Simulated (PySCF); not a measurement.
C4H9FSi, SMILES C(/C=C(\F)[SiH3])C. Coordinates come from a PBE-D3(BJ)/def2-SVP optimisation. The structure was generated by enumeration; whether it is a known compound was not checked. One conformer was computed; it need not be the lowest.

Task: Give the equilibrium geometry at PBE-D3(BJ)/def2-SVP (PySCF confirms it by a frequency run) as a Z-matrix. (The exact figures need the calculation; the answer reports its results.)

Result: This is not unique; one that fits is 
```
C
C 1 1.3496
F 2 1.3681 1 119.51
H 1 1.1036 2 116.51 3 -179.73
C 1 1.5015 4 117.99 2 -178.78
H 5 1.1084 1 109.18 4 -178.56
H 5 1.1137 6 106.45 1 -117.13
C 5 1.5357 6 110.43 7 -118.16
H 8 1.1086 5 111.07 6 59.35
H 8 1.1086 9 107.96 5 122.03
H 8 1.1098 9 107.62 10 115.74
Si 2 1.8884 1 126.88 4 0.47
H 12 1.5025 2 108.24 1 -0.28
H 12 1.5037 13 109.98 4 120.42
H 12 1.5037 13 109.97 14 119.11
```
Charge 0, spin multiplicity 1.
